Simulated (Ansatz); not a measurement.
`C[SiH](S)CF` + `N[BH][SnH3]` → `C[SiH](N)S` + `FC[BH][SnH3]`  (redistribution)

Gas-phase electronic energies from Ansatz, PBE0-D4/def2-TZVP geometries. CCSD(T)/CBS is the MP2 limit (def2-TZVPP, def2-QZVPP) plus CCSD(T) − MP2 in def2-TZVPP, frozen cores. DFT in def2-TZVPP. Elements past krypton have def2 core potentials. For Sn outer-core shells are correlated without core-valence functions, which leaves a few kJ/mol of doubt a bond. One conformer a species, not always the lowest.

```json
{"species": "`C[SiH](S)CF`", "r2SCAN-D4 energy (Eh)": "-867.94450"}
{"species": "`N[BH][SnH3]`", "r2SCAN-D4 energy (Eh)": "-297.58014"}
{"species": "`C[SiH](N)S`", "r2SCAN-D4 energy (Eh)": "-784.78680"}
{"species": "`FC[BH][SnH3]`", "r2SCAN-D4 energy (Eh)": "-380.71038"}
```

Problem. Work out ΔE.

Solution. ΔE = (-784.78680) + (-380.71038) − (-867.94450) − (-297.58014) = 0.02746 Eh = +0.75 eV. CCSD(T)/CBS gives +0.74 eV.

Largest T1 diagnostic among the species: 0.014.

In def2-TZVPP, CCSD(T) changes the Hartree–Fock value by +0.16 eV (the triples alone add +0.04 eV) and MP2 by +0.16 eV. From PBE to PBE0 (25 % exact exchange), in def2-TZVPP and without D4, ΔE moves by −0.05 eV.
